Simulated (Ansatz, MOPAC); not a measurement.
Molecule: C3H3 (charge +1, singlet). SMILES of the parent species: C(=C)=[CH]

Atoms: C1, C2, C3, H4, H5, H6. Bonds: C1-C2, C1-H4, C2-C3, C3-H5, C3-H6.

Bond lengths (Å) and angles (degrees) optimised at MNDO with MOPAC; PBE/6-31G* with Ansatz (a quantum-chemistry and plane-wave program); B3LYP/6-31G* with Ansatz, each started from the B3LYP-D3(BJ)/def2-TZVP structure (Ansatz) of the last column. A row stands for all coordinates that are equal there. 6-31G* holds six Cartesian d functions. No wavenumbers were computed at MNDO, PBE/6-31G*, so these may be saddle points.

| coordinate | MNDO | PBE/6-31G* | B3LYP/6-31G* | B3LYP-D3(BJ)/def2-TZVP |
|---|---|---|---|---|
| C1-C2 | 1.225 | 1.243 | 1.233 | 1.224 |
| C1-H4 | 1.062 | 1.086 | 1.078 | 1.074 |
| C2-C3 | 1.361 | 1.354 | 1.348 | 1.341 |
| C3-H5 | 1.095 | 1.101 | 1.092 | 1.089 |
| C1-C2-C3 | 180.0 | 180.0 | 180.0 | 180.0 |
| C2-C1-H4 | 180.0 | 180.0 | 180.0 | 180.0 |
| C2-C3-H5 | 121.6 | 120.9 | 120.8 | 120.7 |
| H5-C3-H6 | 116.7 | 118.3 | 118.3 | 118.6 |

Mean signed difference of all 5 bond lengths from B3LYP-D3(BJ)/def2-TZVP: MNDO 0.004 Å, PBE/6-31G* 0.014 Å, B3LYP/6-31G* 0.005 Å.
